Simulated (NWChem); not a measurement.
System: C₂H₅B; SMILES C=CB

Here is an NWChem input.

```
start job
memory heap 200 mb stack 900 mb global 1100 mb
geometry units angstroms noautoz
  B      0.187413     1.350834     0.000235
  H      1.397697     1.405511    -0.004864
  H     -0.448713     2.379842     0.007070
  C     -0.498121    -0.030313    -0.001211
  C      0.230400    -1.163108     0.000248
  H     -1.591134    -0.127088    -0.001473
  H     -0.221050    -2.162482     0.001661
  H      1.325724    -1.124868     0.000535
end
basis spherical
  B library 6-31g*
  H library 6-31g*
  C library 6-31g*
end
dft
  xc slater pw91lda
  iterations 150
  mulliken
end
task dft energy
```

Excerpt of the output:

```
             Northwest Computational Chemistry Package (NWChem) 7.3.0
             --------------------------------------------------------

 C1  symmetry detected

                             Geometry "geometry" -> ""
                             -------------------------

 Output coordinates in angstroms (scale by  1.889725989 to convert to a.u.)

  No.       Tag          Charge          X              Y              Z
 ---- ---------------- ---------- -------------- -------------- --------------
    1 B                    5.0000     0.20178880     1.35171112     0.00011273
    2 H                    1.0000     1.41226544     1.40193055    -0.00510661
    3 H                    1.0000    -0.43054324     2.38305539     0.00687022
    4 C                    6.0000    -0.48882634    -0.02690242    -0.00108544
    5 C                    6.0000     0.23551868    -1.16237210     0.00045626
    6 H                    1.0000    -1.58218830    -0.11965210    -0.00123245
    7 H                    1.0000    -0.21960801    -2.16007680     0.00204442
    8 H                    1.0000     1.33097609    -1.12816553     0.00063585

 Effective nuclear repulsion energy (a.u.)      57.6863565337

                                 NWChem DFT Module
                                 -----------------

 Summary of "ao basis" -> "ao basis" (spherical)
 ------------------------------------------------------------------------------
       Tag                 Description            Shells   Functions and Types
 ---------------- ------------------------------  ------  ---------------------
 B                           6-31g*                  6       14   3s2p1d
 H                           6-31g*                  2        2   2s
 C                           6-31g*                  6       14   3s2p1d

            General Information
            -------------------
          SCF calculation type: DFT
          Wavefunction type:  closed shell.
          No. of atoms     :     8
          No. of electrons :    22
           Alpha electrons :    11
            Beta electrons :    11
          Charge           :     0
          Spin multiplicity:     1
          Use of symmetry is: off; symmetry adaption is: off
          Maximum number of iterations: 150
          AO basis - number of functions:    52
                     number of shells:    28
          Convergence on energy requested:  1.00D-06
          Convergence on density requested:  1.00D-05
          Convergence on gradient requested:  5.00D-04

              XC Information
              --------------
                        Slater Exchange Functional  1.000 local
            Perdew 1991 LDA Correlation Functional  1.000 local

             Grid Information
             ----------------
          Grid used for XC integration:  medium
          Radial quadrature: Mura-Knowles
          Angular quadrature: Lebedev.
          Tag              B.-S. Rad. Rad. Pts. Rad. Cut. Ang. Pts.
          ---              ---------- --------- --------- ---------
          B                   0.85       49          10.0       434
          H                   0.35       45          11.0       434
          C                   0.70       49          10.0       434
          Grid pruning is: on
          Number of quadrature shells:   372
          Spatial weights used:  Erf1

      Superposition of Atomic Density Guess
      -------------------------------------

 Sum of atomic energies:        -102.33775949

      Non-variational initial energy
      ------------------------------

 Total energy =    -103.852040
 1-e energy   =    -249.605699
 2-e energy   =      88.067302
 HOMO         =      -0.341997
 LUMO         =      -0.062738

     ---------------------------------------------
      Total Density - Mulliken Population Analysis
     ---------------------------------------------

    Atom       Charge   Shell Charges
 -----------   ------   -------------------------------------------------------
    1 B    5     4.88   2.00  0.65  1.16  0.54  0.49  0.04
    2 H    1     1.03   0.50  0.54
    3 H    1     1.04   0.50  0.54
    4 C    6     6.38   2.00  0.75  2.00  0.58  1.03  0.03
    5 C    6     6.30   2.00  0.74  1.83  0.63  1.07  0.03
    6 H    1     0.79   0.47  0.32
    7 H    1     0.79   0.47  0.32
    8 H    1     0.79   0.47  0.32

   convergence    iter        energy       DeltaE   RMS-Dens  Diis-err
 ---------------- ----- ----------------- --------- --------- ---------
 d= 0,ls=0.0,diis     1   -102.9147185821 -1.61D+02  1.19D-02  3.45D-01
 d= 0,ls=0.0,diis     2   -102.9279617899 -1.32D-02  9.09D-03  1.41D-01
 d= 0,ls=0.0,diis     3   -102.9142780897  1.37D-02  6.13D-03  2.29D-01
 d= 0,ls=0.0,diis     4   -102.9460170480 -3.17D-02  1.57D-03  1.01D-02
 d= 0,ls=0.0,diis     5   -102.9477689312 -1.75D-03  2.92D-04  2.53D-04
  Resetting Diis
 d= 0,ls=0.0,diis     6   -102.9478065267 -3.76D-05  1.02D-04  3.78D-05
 d= 0,ls=0.0,diis     7   -102.9478119361 -5.41D-06  5.15D-05  1.33D-06
 d= 0,ls=0.0,diis     8   -102.9478109609  9.75D-07  3.56D-05  7.56D-06
 d= 0,ls=0.0,diis     9   -102.9478121250 -1.16D-06  6.82D-06  2.17D-07
 d= 0,ls=0.0,diis    10   -102.9478121539 -2.89D-08  1.15D-06  4.52D-09

         Total DFT energy =     -102.947812153898
      One electron energy =     -252.144722854705
           Coulomb energy =      107.123405331770
    Exchange-Corr. energy =      -15.612851164706
 Nuclear repulsion energy =       57.686356533744

 Numeric. integr. density =       21.999996867986

                       DFT Final Molecular Orbital Analysis
                       ------------------------------------

[...]
```

Level: LDA (Slater exchange, PW92)/6-31G* (spherical d). Structure relaxed at the PBE0/def2-SVP level.
